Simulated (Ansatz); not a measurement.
Steps of a relaxation of C₂H₈Si₂ (`[SiH3][SiH]1CC1`) with RKS PBE0-D4/def2-TZVP.

```sh
$ ansatz run in.yaml --threads 4 --pin off --events-out ev --progress --plain --max-ram 10444MiB
```

```yaml
crystal:
  periodic: [false, false, false]
  atoms:
    - {symbol: Si, position_ang: [-1.256329, 1.566833, -0.642288]}
    - {symbol: Si, position_ang: [-0.549302, -0.321585, 0.514986]}
    - {symbol: C, position_ang: [1.306667, -0.516638, 0.835707]}
    - {symbol: C, position_ang: [0.778016, -1.400644, -0.296792]}
    - {symbol: H, position_ang: [-2.376827, 1.261510, -1.601683]}
    - {symbol: H, position_ang: [-1.715619, 2.663148, 0.282622]}
    - {symbol: H, position_ang: [-0.070309, 2.061794, -1.429212]}
    - {symbol: H, position_ang: [-1.466786, -1.015273, 1.476111]}
    - {symbol: H, position_ang: [1.978526, 0.314049, 0.559766]}
    - {symbol: H, position_ang: [1.613771, -1.022339, 1.767156]}
    - {symbol: H, position_ang: [1.099203, -1.159012, -1.324407]}
    - {symbol: H, position_ang: [0.736089, -2.487043, -0.107867]}
basis:
  gaussian: {orbitals: def2-TZVP}
hamiltonian: {xc: pbe0, dispersion: d4}
relax: {f_tol: 0.005, max_steps: 150}
```

Positions (Å) and forces (eV/Å) along the path, 9 of 9 steps:

```xyz
12
step=1 energy=-17950.6656 eV
Si   -1.256    1.567   -0.642   -0.040    0.185   -0.125
Si   -0.549   -0.322    0.515    0.531   -0.348    0.007
C     1.307   -0.517    0.836    0.023    0.157    0.181
C     0.778   -1.401   -0.297   -0.141   -0.119   -0.160
H    -2.377    1.262   -1.602    0.237    0.054    0.219
H    -1.716    2.663    0.283    0.100   -0.243   -0.188
H    -0.070    2.062   -1.429   -0.255   -0.108    0.167
H    -1.467   -1.015    1.476    0.177    0.158   -0.199
H     1.979    0.314    0.560   -0.370   -0.479    0.123
H     1.614   -1.022    1.767   -0.164    0.254   -0.531
H     1.099   -1.159   -1.324   -0.144   -0.113    0.591
H     0.736   -2.487   -0.108    0.046    0.603   -0.086
12
step=2 energy=-17950.7105 eV
Si   -1.249    1.561   -0.641   -0.018    0.060   -0.041
Si   -0.545   -0.320    0.508    0.386   -0.203   -0.026
C     1.296   -0.512    0.833   -0.086    0.075    0.073
C     0.771   -1.394   -0.296   -0.126    0.001   -0.028
H    -2.364    1.252   -1.583    0.054    0.019    0.051
H    -1.703    2.642    0.282    0.026   -0.056   -0.045
H    -0.077    2.052   -1.423   -0.067   -0.021    0.034
H    -1.460   -0.999    1.461    0.040    0.038   -0.050
H     1.966    0.301    0.555   -0.110   -0.127    0.037
H     1.603   -1.018    1.749   -0.051    0.075   -0.142
H     1.103   -1.154   -1.306   -0.055   -0.029    0.162
H     0.737   -2.467   -0.106    0.006    0.167   -0.025
12
step=3 energy=-17950.7172 eV
Si   -1.245    1.558   -0.641   -0.006    0.010   -0.003
Si   -0.533   -0.323    0.504    0.033   -0.019   -0.006
C     1.291   -0.511    0.835   -0.023    0.045    0.041
C     0.768   -1.392   -0.295   -0.054   -0.015   -0.028
H    -2.361    1.252   -1.575   -0.008   -0.007    0.000
H    -1.693    2.633    0.282    0.002    0.003    0.010
H    -0.084    2.052   -1.429    0.006    0.004   -0.009
H    -1.450   -0.998    1.452   -0.015    0.001    0.004
H     1.957    0.299    0.558    0.019    0.002   -0.009
H     1.594   -1.014    1.747    0.011   -0.013    0.006
H     1.098   -1.151   -1.299    0.022    0.003   -0.008
H     0.734   -2.459   -0.106    0.012   -0.015    0.004
12
step=4 energy=-17950.7179 eV
Si   -1.246    1.560   -0.643    0.000   -0.003    0.001
Si   -0.532   -0.325    0.497    0.016    0.001   -0.008
C     1.289   -0.510    0.841   -0.018   -0.003   -0.005
C     0.771   -1.393   -0.295   -0.009    0.013    0.010
H    -2.379    1.254   -1.557   -0.005    0.004    0.003
H    -1.672    2.638    0.289   -0.003    0.000    0.000
H    -0.097    2.051   -1.452    0.000   -0.004    0.000
H    -1.458   -0.998    1.439   -0.005    0.002    0.000
H     1.959    0.297    0.566    0.007    0.001   -0.002
H     1.589   -1.016    1.753    0.004   -0.005    0.004
H     1.112   -1.151   -1.296    0.009    0.000   -0.005
H     0.742   -2.461   -0.106    0.003   -0.006    0.002
12
step=5 energy=-17950.7180 eV
Si   -1.251    1.560   -0.646    0.016    0.009   -0.006
Si   -0.530   -0.326    0.489   -0.032    0.002    0.004
C     1.288   -0.511    0.848    0.001   -0.013   -0.024
C     0.778   -1.393   -0.295    0.020    0.013    0.013
H    -2.405    1.267   -1.539    0.012   -0.011    0.008
H    -1.655    2.644    0.290    0.008   -0.005   -0.001
H    -0.110    2.036   -1.474   -0.012    0.007   -0.002
H    -1.465   -0.996    1.424    0.010   -0.007    0.000
H     1.963    0.294    0.576   -0.004   -0.002    0.005
H     1.583   -1.021    1.759   -0.006    0.007    0.001
H     1.131   -1.149   -1.292   -0.007   -0.003    0.004
H     0.750   -2.461   -0.108   -0.005    0.003   -0.003
12
step=6 energy=-17950.7182 eV
Si   -1.247    1.561   -0.647   -0.008    0.003   -0.002
Si   -0.530   -0.326    0.489   -0.008    0.006    0.000
C     1.286   -0.511    0.849    0.007   -0.011   -0.009
C     0.778   -1.392   -0.295    0.017    0.004    0.005
H    -2.405    1.261   -1.532    0.006    0.001    0.002
H    -1.649    2.645    0.291    0.005   -0.002   -0.002
H    -0.114    2.043   -1.483   -0.005   -0.006    0.005
H    -1.465   -0.999    1.422    0.004    0.001   -0.003
H     1.962    0.294    0.579   -0.004   -0.002    0.005
H     1.580   -1.021    1.760   -0.003    0.005   -0.002
H     1.132   -1.148   -1.291   -0.006   -0.003    0.004
H     0.749   -2.461   -0.108   -0.004    0.004   -0.002
12
step=7 energy=-17950.7182 eV
Si   -1.248    1.561   -0.646    0.001   -0.001    0.000
Si   -0.531   -0.326    0.488    0.000    0.001   -0.002
C     1.286   -0.511    0.849    0.001    0.001    0.000
C     0.780   -1.391   -0.295   -0.001   -0.002    0.000
H    -2.409    1.263   -1.528    0.000    0.001    0.001
H    -1.642    2.647    0.291    0.000    0.000    0.000
H    -0.115    2.036   -1.486    0.000   -0.001    0.000
H    -1.465   -1.002    1.419    0.000   -0.001    0.001
H     1.961    0.295    0.582    0.000    0.001    0.000
H     1.578   -1.021    1.762   -0.001    0.000    0.000
H     1.133   -1.146   -1.291    0.001    0.002    0.000
H     0.750   -2.460   -0.110   -0.001    0.001    0.000
12
step=8 energy=-17950.7183 eV
Si   -1.249    1.561   -0.647    0.002    0.000    0.000
Si   -0.531   -0.327    0.487    0.000    0.000    0.000
C     1.285   -0.511    0.851    0.001    0.002    0.001
C     0.782   -1.390   -0.295   -0.002   -0.003    0.000
H    -2.414    1.265   -1.523    0.000    0.000    0.001
H    -1.634    2.650    0.291    0.000    0.000    0.000
H    -0.118    2.031   -1.492    0.000    0.000    0.000
H    -1.466   -1.005    1.416    0.000   -0.001    0.000
H     1.960    0.296    0.586    0.000    0.001   -0.001
H     1.576   -1.021    1.763   -0.001   -0.001    0.000
H     1.136   -1.144   -1.291    0.001    0.002    0.000
H     0.752   -2.459   -0.111    0.000    0.000    0.001
12
step=9 energy=-17950.7183 eV
Si   -1.249    1.561   -0.647    0.001    0.000    0.000
Si   -0.532   -0.328    0.486   -0.001    0.000    0.000
C     1.284   -0.511    0.851    0.001    0.001    0.001
C     0.783   -1.390   -0.295    0.000   -0.002   -0.001
H    -2.418    1.266   -1.519    0.000    0.000    0.000
H    -1.629    2.651    0.290    0.000    0.000   -0.001
H    -0.120    2.027   -1.496   -0.001    0.000    0.000
H    -1.467   -1.007    1.414    0.000    0.000    0.000
H     1.959    0.297    0.588   -0.001    0.000   -0.001
H     1.574   -1.021    1.764    0.000   -0.001    0.000
H     1.138   -1.143   -1.290    0.000    0.001    0.000
H     0.753   -2.459   -0.112    0.000    0.000    0.000
```

It took 43 s on 4 threads of an Arm Neoverse N1 on a shared host, with 0.45 GiB of host memory at the peak.
